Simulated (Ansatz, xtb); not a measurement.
# Two spin states of C4H5BO

Structure a: `OB1C=CC=C1`, a singlet. Structure b: the triplet with the links of `OB1C=CC=C1`. Both are isolated molecules in the gas phase, relaxed with B3LYP-D3(BJ)/def2-SVP; the shapes shown needn't be the lowest conformers.

a (Å):

```xyz
11

C    -0.7750    0.3562    0.0300
C     0.3736    1.0422   -0.1382
C     0.4413    1.7305   -1.4785
C    -0.6630    1.5100   -2.2183
B    -1.5874    0.5857   -1.3189
O    -2.8029    0.1208   -1.6773
H    -3.2185   -0.4280   -0.9994
H    -1.0109   -0.2085    0.9351
H     1.1908    1.1190    0.5866
H     1.3102    2.3293   -1.7699
H    -0.8195    1.9152   -3.2194
```

b (Å):

```xyz
11

C    -0.8008    0.3655   -0.0171
C     0.4410    1.0956   -0.1752
C     0.4992    1.7267   -1.4084
C    -0.6979    1.4754   -2.1853
B    -1.6184    0.5721   -1.3246
O    -2.8506    0.1023   -1.6907
H    -3.2631   -0.4450   -1.0123
H    -1.0157   -0.1935    0.8987
H     1.2336    1.1470    0.5755
H     1.3445    2.3340   -1.7423
H    -0.8330    1.8920   -3.1865
```

**Question.** Estimate E(b) − E(a) at the level CCSD(T)/def2-SVP + ΔMP2/def2-TZVPP.

**Answer.** Calculated at CCSD(T)/def2-SVP + ΔMP2/def2-TZVPP: E(b) − E(a) = +1.543 eV, so structure a lies lower.

The same difference at several levels:

| level | geometry | E(b) − E(a) (eV) | departure from the last row (eV) | job, with rough time for the two |
| --- | --- | --- | --- | --- |
| B3LYP-D3(BJ)/def2-SVP | B3LYP-D3(BJ)/def2-SVP | +1.268 | −0.275 | optimisation, 61 s |
| HF/def2-SVP | B3LYP-D3(BJ)/def2-SVP | +0.738 | −0.805 | part of the CCSD(T) run |
| MP2/def2-SVP | B3LYP-D3(BJ)/def2-SVP | +1.599 | +0.057 | part of the CCSD(T) run |
| CCSD(T)/def2-SVP | B3LYP-D3(BJ)/def2-SVP | +1.501 | −0.041 | single point |
| CCSD(T)/def2-SVP + ΔMP2/def2-TZVPP | B3LYP-D3(BJ)/def2-SVP | +1.543 |  | single point, 81 s |

None of the levels shown reverses the order. The largest departure from CCSD(T)/def2-SVP + ΔMP2/def2-TZVPP is that of HF/def2-SVP, 0.805 eV. Levels run at GFN2-xTB geometries aren't shown. The last row adds to CCSD(T) the change of the MP2 difference between the two basis sets, here +0.041 eV.

With harmonic frequencies from B3LYP-D3(BJ)/def2-SVP (ideal gas, rigid rotor, one conformer each, 298.15 K, 1 atm): on the last row, ΔE + ΔZPE = +1.490, ΔH = +1.493, ΔG = +1.463 eV.

Open shells are spin-unrestricted. The correlated steps freeze 6 core orbitals. ΔG holds the spin degeneracy. Run with Ansatz 0.2.0; the last row on 2 threads of Intel(R) Xeon(R) Platinum 8259CL CPU @ 2.50GHz (Skylake/Cascade Lake) on a shared host.
